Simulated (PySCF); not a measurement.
Ta(O)(NH2)3 (H6N3OTa), SMILES [NH2][Ta]([NH2])([NH2])=[O], multiplicity 1. The structure is a stationary point at PBE-D3(BJ)/def2-SVP. The spin state was assumed, not searched. The structure was generated by enumeration; whether it is a known compound was not checked. The def2 effective core potentials stand for the cores of Ta; spin–orbit coupling is left out. One conformer was computed; it need not be the lowest.

Method: PySCF 2.14.0 with PBE-D3(BJ)/def2-SVP.

Harmonic wavenumbers (cm⁻¹): 161, 168, 168, 189, 189, 205, 330, 330, 425, 453, 453, 546, 546, 563, 642, 642, 653, 952, 1466, 1466, 1469, 3466, 3466, 3470, 3558, 3558, 3558. Rotational constants (GHz): 3.011, 3.011, 2.657; symmetry number 3.

Question: Work out the zero-point energy and the ideal-gas rigid-rotor harmonic-oscillator thermochemistry at 298.15 K and 1 atm.

Answer: ZPE = ½ Σ hcν = ½ × 33091 cm⁻¹ = 197.93 kJ/mol. H − E(el) = 224.05 kJ/mol. Entropy in J/(mol K): translation 177.36, rotation 103.80, vibration 91.63, total 372.79. G − E(el) = 112.91 kJ/mol. Cp = 139.76 J/(mol K).
